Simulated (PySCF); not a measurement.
Computed shifts of a molecule C5H6O2, PBE/pcSseg-1 in PySCF, GIAO, gas phase, equivalent atoms averaged, in ppm (number of nuclei): ¹³C: 80.7 (1), 76.6 (1), 59.2 (1), 51.7 (1), 20.4 (1). ¹H: 3.56 (1), 3.44 (1), 2.46 (1), 1.99 (1), 1.53 (1), 1.32 (1). References: ¹³C against TMS (σ = 182.0 ppm); ¹⁷O against H2O (σ = 334.3 ppm); ¹H against TMS (σ = 31.49 ppm), references at their B3LYP-D3(BJ)/def2-TZVP geometries, non-relativistic. Geometry optimised at PBE0-D3(BJ)/def2-SVP. Other conformers were not sampled.

Question: Which molecule gave these data?
(A) O=C[C@@H]1C=CCO1
(B) C=C1COC=CO1
(C) C[C@H]1OC=CC1=O
(D) C#C[C@@H]1[C@H](O)[C@@H]1O

Answer: D, C#C[C@@H]1[C@H](O)[C@@H]1O
